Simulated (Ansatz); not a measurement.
The same path of CH$_{4}$FIn (7 atoms, charge 0, multiplicity 1) was run twice with different band settings. The coordinate that changes most is the dihedral H5–C1–In2–F3.

Theory: RKS LDA/def2-SVP in Ansatz.

Relaxed end points:

```xyz
7
Properties=species:S:1:pos:R:3
C -0.915 0.420 -0.273
In 1.037 -0.322 0.082
F 0.993 -1.488 1.668
H -1.154 0.406 -1.355
H -1.631 -0.210 0.291
H -0.975 1.465 0.095
H 2.645 -0.271 -0.508
```

```xyz
7
Properties=species:S:1:pos:R:3
C -0.939 0.356 -0.282
In 0.999 -0.431 0.056
F 1.416 -0.291 1.974
H -0.844 1.375 -0.713
H -1.508 -0.282 -0.987
H -1.461 0.418 0.693
H 2.338 -1.145 -0.740
```

Common settings: movable images 5; climbing image yes; spring 5.0 eV/Å²; start path through a guess of the saddle point; force threshold 0.03 eV/Å; iteration limit 60; end points relaxed.

| run | optimiser | largest step |
| --- | --- | --- |
| 1 | quadratic models (default) | default |
| 2 | lbfgs | 0.5 Å |

(1) What does each run give, and how far can it be trusted?

Answers

(1) Run 1: converged after 5 iterations, highest image 0.002 eV above the first end. The top lies less than 8 meV above the higher end, about what the thresholds resolve: that end is a shoulder or a very shallow well. A vibrational analysis at the climbing image gives no mode beyond 40i cm⁻¹: the surface is too flat there to confirm a saddle point.
Run 2: converged after 15 iterations, highest image 0.002 eV above the first end. The top lies less than 8 meV above the higher end, about what the thresholds resolve: that end is a shoulder or a very shallow well. Another band between the same ends (5 images) ends at a top of the same energy, where a vibrational analysis finds no clearly imaginary modes.
